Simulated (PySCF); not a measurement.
Species: C4H3O4S (charge -1).
Bonds: O1–S2 (double), S2–O3 (double), S2–O4, S2–C5, C5–C6 (aromatic), C6–C7 (aromatic), C7–O8 (aromatic), O8–C9 (aromatic), C5–C9 (aromatic). Hydrogens: H10 on C6; H11 on C7; H12 on C9.

The same species was optimised twice, with GFN2-xTB and with PBE0-D3(BJ)/def2-SVP (PySCF), and the same property calculations (PySCF, gas phase) were run on both structures.

```
     coordinate  GFN2-xTB  PBE0-D3(BJ)/def2-SVP  change
      C5–C6 (Å)     1.417                 1.432  +0.015
      S2–C5 (Å)     1.809                 1.797  -0.012
      C5–C9 (Å)     1.354                 1.360  +0.006
      C6–C7 (Å)     1.359                 1.362  +0.003
      C7–O8 (Å)     1.351                 1.353  +0.002
      O8–C9 (Å)     1.357                 1.359  +0.002
   C7–O8–C9 (°)     106.1                 106.7    +0.6
   S2–C5–C9 (°)     126.3                 126.8    +0.5
   S2–C5–C6 (°)     128.0                 127.5    -0.5
   C5–C9–O8 (°)     111.2                 110.8    -0.4
   C5–C6–C7 (°)     106.3                 106.0    -0.3
   C6–C5–C9 (°)     105.7                 105.7     0.0
   C6–C7–O8 (°)     110.7                 110.7     0.0
O1–S2–C5–C6 (°)       -83                   -61     +22
```

Rotational constants: A = 3392, B = 1034, C = 932.9 MHz (GFN2-xTB) against A = 3321, B = 1037, C = 933.2 MHz (PBE0-D3(BJ)/def2-SVP). Point groups within 0.08 Å: C1 and Cs. Atoms that the bonding makes alike are paired by their places after alignment. End groups have turned between the structures, so O1, O3, O4 are left out of the comparison.

On the GFN2-xTB structure: HOMO (eV) -2.19 [PBE0/pcSseg-1]; LUMO (eV) 3.69 [PBE0/pcSseg-1]; GIAO shielding of O1/O3/O4 (mean) (ppm) 95.0 [PBE0/pcSseg-1]; GIAO shielding of S2 (ppm) 199.8 [PBE0/pcSseg-1]; GIAO shielding of C5 (ppm) 35.8 [PBE0/pcSseg-1]; GIAO shielding of C6 (ppm) 68.3 [PBE0/pcSseg-1]; GIAO shielding of C7 (ppm) 46.3 [PBE0/pcSseg-1]; GIAO shielding of O8 (ppm) 52.6 [PBE0/pcSseg-1]; GIAO shielding of C9 (ppm) 41.4 [PBE0/pcSseg-1].

Q: What do these properties become on the PBE0-D3(BJ)/def2-SVP structure?

A: 
```tsv
property	level	on GFN2-xTB	on PBE0-D3(BJ)/def2-SVP	change
HOMO (eV)	PBE0/pcSseg-1	-2.19	-2.22	-0.03
LUMO (eV)	PBE0/pcSseg-1	3.69	3.70	+0.01
energy, GFN2-xTB geometry as zero (kcal/mol)	PBE0/pcSseg-1	0.0	-1.7	-1.7
GIAO shielding of O1/O3/O4 (mean) (ppm)	PBE0/pcSseg-1	95.0	86.6	-8.4
GIAO shielding of S2 (ppm)	PBE0/pcSseg-1	199.8	187.2	-12.6
GIAO shielding of C5 (ppm)	PBE0/pcSseg-1	35.8	35.1	-0.7
GIAO shielding of C6 (ppm)	PBE0/pcSseg-1	68.3	66.3	-2.0
GIAO shielding of C7 (ppm)	PBE0/pcSseg-1	46.3	44.4	-1.9
GIAO shielding of O8 (ppm)	PBE0/pcSseg-1	52.6	55.6	+3.0
GIAO shielding of C9 (ppm)	PBE0/pcSseg-1	41.4	40.9	-0.5
```

The heavy atoms differ by 0.205 Å rms after alignment (one structure mirrored). Among the bonds compared C5–C6 changes most (+0.015 Å). Changes are differences of the printed values. Neither structure is proved a minimum here. Isolated species at its PBE0-D3(BJ)/def2-SVP geometry, gas phase. The geometry's basis has no diffuse functions, a weakness for an anion.

Shape of the structure used: `[O:1]=[S:2](=[O:3])([O-:4])[c:5]1[cH:6][cH:7][o:8][cH:9]1`: O1–S2–C5–C6 -61°.
